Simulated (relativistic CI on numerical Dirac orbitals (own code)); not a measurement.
**Hyperfine structure of Er XL, mass number 167**

Calculated at this level of theory: Dirac-Coulomb-Breit CI, separate exchange-only KLI orbitals for each configuration, model QED (radiative potential, 1s self-energy scaled to tabulated hydrogen-like ionisation energies), unscaled Slater integrals (own radial code, finite nucleus).

CI space (outside the closed core [Ar]): 3d10 4s, 3d10 4p, 3d10 4d, 3d10 4f, 3d10 5s, 3d10 5p, 3d10 5d, 3d10 5f, 3d10 5g, 3d9 4p2, 3d10 6s, 3d10 6p, 3d10 6d, 3d8 4s 4p2, 3d9 4s2, 3d9 4p 4d. Levels of other configurations are missing.

Nuclear spin I = 7/2, μ = -0.5623 μN, Q = 3.57 b (tables of Stone and Pyykkö). The electronic factors are computed for point nuclear moments, without core polarisation or the Bohr-Weisskopf and QED corrections.

```json
{"Level": "3d10 4s 2S_1/2", "E (eV)": "0.000", "A (GHz)": "-178.5", "B (GHz)": ""}
{"Level": "3d10 4p 2P°_1/2", "E (eV)": "83.398", "A (GHz)": "-55.73", "B (GHz)": ""}
{"Level": "3d10 4p 2P°_3/2", "E (eV)": "147.960", "A (GHz)": "-7.002", "B (GHz)": "311"}
{"Level": "3d10 4d 2D_3/2", "E (eV)": "278.932", "A (GHz)": "-3.497", "B (GHz)": "52.5"}
{"Level": "3d10 4d 2D_5/2", "E (eV)": "292.561", "A (GHz)": "-1.409", "B (GHz)": "65.5"}
{"Level": "3d10 4f 2F°_5/2", "E (eV)": "432.945", "A (GHz)": "-0.7165", "B (GHz)": "16.6"}
{"Level": "3d10 4f 2F°_7/2", "E (eV)": "436.025", "A (GHz)": "-0.3917", "B (GHz)": "18.9"}
{"Level": "3d10 5s 2S_1/2", "E (eV)": "749.771", "A (GHz)": "-83.03", "B (GHz)": ""}
```

Levels with J = 0, under 50 % of one LS term, or S terms without an open s electron are left out. Small factors come from cancelling terms and can be off by tens of per cent or more.

At this charge energies of transitions that change n are usually good to better than 1 %, and those within a shell (Δn = 0) to a few per cent.

(1) Give the hyperfine levels of 3d10 4s 2S_1/2 relative to its centre of gravity.

Answers

(1) With K = F(F + 1) − I(I + 1) − J(J + 1), E = AK/2: F = 3: 401.5, F = 4: -312.3 GHz.

LS names give the leading component of a level, which can be under half, so a name can repeat, a term be missing and a line seem to break the LS rules.
